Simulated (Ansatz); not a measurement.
The cluster Ba4Te3⁺, 7 atoms. Hardware: 4 threads of Arm Neoverse V2 on a shared host.

In the def2 sets Ba, Te take a core potential; there is no spin–orbit coupling. Correlated methods freeze 12 core orbitals; core or outer-core shells of Ba, Te are correlated, in sets that lack core-valence functions.

Q: How many basis functions does each of these Ansatz runs have, and roughly what does it cost? PBE-D4/def2-TZVP, charge 1 doublet, energy, from earlier orbitals; PBE-D4/def2-TZVP, charge 0 triplet at the geometry of the charge 1 doublet, energy, from earlier orbitals; B97M-V/def2-TZVP, charge 0 singlet at the geometry of the charge 1 doublet, energy, from earlier orbitals; PBE0-D4/def2-SVP, charge 1 doublet, relaxation, 5 steps; PBE-D4/def2-TZVP, charge 0 singlet at the geometry of the charge 1 doublet, energy, from earlier orbitals; RPA@PBE/def2-TZVP, charge 1 doublet, energy, from earlier orbitals; PBE0-D4/def2-TZVP, charge 0 singlet at the geometry of the charge 1 doublet, energy; PBE0-D4/def2-TZVP, charge 1 doublet, energy, from earlier orbitals; PBE0-D4/def2-TZVP, charge 0 triplet at the geometry of the charge 1 doublet, energy; MP2/def2-TZVP, charge 1 doublet, energy, from earlier orbitals; B97M-V/def2-TZVP, charge 1 doublet, energy and forces, from earlier orbitals; PBE0-D4/def2-SVP, charge 1 doublet, energy, from earlier orbitals.

A: Other jobs shared the machine, so times can vary by a factor of up to 3.

| run | functions | fitting or Cholesky vectors | wall time | peak host memory (GiB) |
| --- | --- | --- | --- | --- |
| PBE-D4/def2-TZVP, charge 0 singlet at the geometry of the charge 1 doublet, energy, from earlier orbitals | 310 | 2306 | 12 s | 0.73 |
| PBE0-D4/def2-TZVP, charge 0 singlet at the geometry of the charge 1 doublet, energy | 310 | 2498 | 17 s | 1.9 |
| PBE-D4/def2-TZVP, charge 1 doublet, energy, from earlier orbitals | 310 | 2306 | 18 s | 0.85 |
| PBE0-D4/def2-SVP, charge 1 doublet, energy, from earlier orbitals | 198 | 1819 | 22 s | 1.1 |
| MP2/def2-TZVP, charge 1 doublet, energy, from earlier orbitals | 310 | 2428 | 35 s | 1.8 |
| B97M-V/def2-TZVP, charge 0 singlet at the geometry of the charge 1 doublet, energy, from earlier orbitals | 310 | 2306 | 48 s | 1.1 |
| PBE0-D4/def2-TZVP, charge 1 doublet, energy, from earlier orbitals | 310 | 2498 | 53 s | 2 |
| RPA@PBE/def2-TZVP, charge 1 doublet, energy, from earlier orbitals | 310 | 2428 | 54 s | 1.8 |
| PBE-D4/def2-TZVP, charge 0 triplet at the geometry of the charge 1 doublet, energy, from earlier orbitals | 310 | 2306 | 57 s | 1.8 |
| PBE0-D4/def2-SVP, charge 1 doublet, relaxation, 5 steps | 198 | 2024 | 96 s | 0.94 |
| B97M-V/def2-TZVP, charge 1 doublet, energy and forces, from earlier orbitals | 310 | 2306 | 1.7 min | 1.6 |
| PBE0-D4/def2-TZVP, charge 0 triplet at the geometry of the charge 1 doublet, energy | 310 | 2498 | 3.4 min | 2.3 |
